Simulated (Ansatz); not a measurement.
The As1–N2 bond of AsN is stretched (multiplicity 1).


Frozen-core correlation. Filled d and f shells under p-block atoms count as core.

The values were computed with Ansatz (Gaussian basis) for Hartree–Fock, density functionals and correlated methods. Values without a source in brackets are computed.

FIC-MRCISD+Q on CASSCF(10,8)/cc-pVTZ, total energies (hartree):

```csv
R (Å),CASSCF,MRCISD,weight c² of the reference
1.611,-2288.786874,-2288.991091,0.93134
2.820,-2288.639110,-2288.834312,0.92302
6.446,-2288.633374,-2288.823798,0.92434
```

Question: Add the Davidson correction (E_MRCISD − E_CASSCF)(1 − c²)/c² and give the energies above the first point at the three levels.

Answer: 
Corrections (hartree): -0.015055, -0.016281, -0.015587. Above the first point (kcal/mol):
- R = 2.820 Å: CASSCF 92.7, MRCISD 98.4, with the correction 97.6
- R = 6.446 Å: CASSCF 96.3, MRCISD 105.0, with the correction 104.6

Ansatz is a first-principles code.
